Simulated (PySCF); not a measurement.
# Mn(2+): interval between two levels

Mn(2+) [Ar] 3d5 [6S5/2, M_J = 5/2] → Mn(2+) [Ar] 3d4 4p1 [6F11/2, M_J = 11/2], as a difference of total energies. Calculation: PySCF 2.14, in x2c-SVPall-2c with one added diffuse shell each of s, d type (6s5p4d1f, 48 functions); the two-component X2C-1e Hamiltonian. Correlated levels: [Ne] frozen; the 6 highest virtual spinors dropped. "Screened" scales the spin-orbit matrix elements by Boettger's factors to mimic the two-electron term; Breit and QED terms are absent.

| method | interval between two levels (cm⁻¹) |
| --- | --- |
| GHF (spin-free) | 109900 |
| GMP2 (spin-free) | 112380 |
| GHF (screened spin-orbit) | 110510 |
| GMP2 (screened spin-orbit) | 112990 |

The labels give the starting determinants; with spin-orbit coupling the two ends relaxed to ⟨J²⟩ = 8.75, ⟨L²⟩ = 0.00, ⟨S²⟩ = 8.75 and ⟨J²⟩ = 35.75, ⟨L²⟩ = 12.01, ⟨S²⟩ = 8.75.
